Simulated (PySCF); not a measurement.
# Continuum solvent and chemical shifts

Atom-mapped SMILES (the numbers label the heavy atoms): `[CH3:1][O:2][SiH2:3][O:4][CH2:5][CH:6]=[O:7]` (H(Xn): hydrogen on atom n).

GIAO PBE0/pcSseg-1 in PySCF 2.14 on one PBE0-D3(BJ)/def2-SVP conformer, non-relativistic, equivalent nuclei averaged. Solvents enter as an IEF-PCM continuum (benzene with ε = 2.3, chloroform with ε = 4.7) around the gas-phase geometry. Shifts are referred to TMS computed in the same medium.

In benzene, δ in ppm: C6 214.7, C5 71.0, C1 53.6, Si3 -21.4, H(C6) 10.03, H(Si3) 4.84, H(C5) 4.16, H(C1) 3.74. Dipole moment 3.98 D.

Q: How does each δ change in the more polar medium?

A: 
| atoms | environment | Δδ, chloroform |
| --- | --- | --- |
| C6 | aldehyde carbonyl carbon | +2.1 |
| C5 | sp3 CH2 bonded to O, α to a carbonyl | +0.6 |
| C1 | methyl carbon bonded to O | +0.3 |
| Si3 | silicon bonded to 2 O, 2 H | +0.1 |
| H(C6) | hydrogen on an aldehyde carbonyl carbon | +0.01 |
| H(Si3) | hydrogen on a silicon bonded to 2 O | 0.00 |
| H(C5) | hydrogen on an sp3 CH2 bonded to O, α to a carbonyl | +0.06 |
| H(C1) | hydrogen on a methyl carbon bonded to O | +0.03 |

Changes are relative to benzene. The dipole moment becomes 4.17 D in chloroform.

Q: Which nuclei move most (in ppm), and what does the model miss?

A: C6 (aldehyde carbonyl carbon, +2.1 ppm) in chloroform. A continuum only polarises the solute; specific hydrogen bonds, the anisotropy of aromatic solvents and changes of geometry or conformer are outside it.
